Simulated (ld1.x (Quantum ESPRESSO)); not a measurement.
# What one change does to a pseudopotential (antimony, ultrasoft)

- Element: Sb (Z = 51)
- Generator: ld1.x (Quantum ESPRESSO) 7.5
- Type: ultrasoft
- Functional: PBE
- Relativity: scalar-relativistic
- Frozen core: [Kr]
- Valence charge: 15
- Reference configuration: 4d10 5s2 5p3
- Partial waves: 5s (bound): rcut 1.80, rcutus 2.10 bohr; 5s channel at 0.05 Ry: rcut 1.80, rcutus 2.10 bohr; 5p (bound): rcut 1.70, rcutus 2.05 bohr; 5p channel at 0.1 Ry: rcut 1.70, rcutus 2.05 bohr; 4d (bound): rcut 0.65, rcutus 0.90 bohr; 4d channel at -1.6 Ry: rcut 0.65, rcutus 0.90 bohr
- Local potential: all-electron potential smoothed inside 1.10 bohr (lloc = -1)
- Core correction: Bessel-smoothed model core, default radius (core density twice the valence density)
- Augmentation charge: PSQ, inside the norm-conserving radii

Change: local potential all-electron potential smoothed inside 2.20 bohr (lloc = -1).

Cutoffs: the cutoffs (Ry, on a coarse ladder) from which the occupation-weighted sum of valence levels, in a spherical-Bessel basis at the reference potential, stays within 10 and 1 mRy of its value at 400 Ry; they do not see the model core or the augmentation charge, which bear on the density cutoff. Errors are all-electron minus pseudo energies relative to the spin-unpolarised reference configuration.

Task: What does the change do?

Result: The potential gets neither clearly harder nor softer (140 Ry and 260 Ry → 140 Ry and 260 Ry); the bound ghost in p, s disappears; the errors of the 7 common tests hardly move. A state that the projectors do not describe sees the local part alone, so a deeper or shallower local part can create or remove a ghost.

| quantity | base | changed |
| --- | --- | --- |
| cutoff, loose | 140 Ry | 140 Ry |
| cutoff, tight | 260 Ry | 260 Ry |
| bound ghosts | s, p | none |
| error for 4d10 5s2 5p2, meV [ΔE 8.32 eV] | -3.2 | -3.1 |
| error for 4d10 5s2 5p1, meV [ΔE 24.28 eV] | -15 | -15 |
| error for 4d10 5s2 5p0, meV [ΔE 48.70 eV] | -47 | -47 |
| error for 4d10 5s2 5p2.5, meV [ΔE 3.26 eV] | -0.9 | -0.9 |
| error for 4d10 5s1 5p0, meV [ΔE 92.99 eV] | -75 | -75 |
| error for 4d9 5s2 5p4, meV [ΔE 31.12 eV] | -95 | -98 |
| error for 4d10 5s1 5p3, meV [ΔE 17.05 eV] | -5.8 | -5.8 |
| lowest overlap eigenvalue by channel | s 0.10, p 0.46, d 0.90 | s 0.36, p 0.56, d 0.93 |

 A true bound ghost makes a file unfit for plane-wave use even where its test errors are small: the radial tests pick states by their node count and pass the ghost by.
